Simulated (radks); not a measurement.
The numbers below are computed, except where a source is named.
Problem. These are the eigenvalues of the occupied orbitals of an atom or ion with whole-number occupations (eV). Code: a radial shooting solver on a logarithmic mesh with Libxc functionals. Model: scalar-relativistic Kohn-Sham, PBEsol, spin-unpolarised, spherical densities, finite nucleus; Fermi nuclear charge, rms radius of each element as measured or else 0.836 A^(1/3) + 0.57 fm.

orbital  eigenvalue
1s        -6430.075
2s        -751.3826
2p        -637.9632
3s         -92.9016
3p         -61.5328
3d         -13.0052
4s          -7.1966
4p          -2.6176

Which element is it, and in what charge state? The configuration may be excited.

Solution. Z = 25, manganese, charge 0: Mn in [Ar] 3d4 4s2 4p1. The list shows which subshells hold electrons but not how many an open one holds; the 1s level, -236.3 hartree, gives Z - s = 21.7 by -(Z - s)^2/2, which with screening and relativity narrows Z to a few neighbours, and the depths of the outer levels then fix element, charge and occupations together.
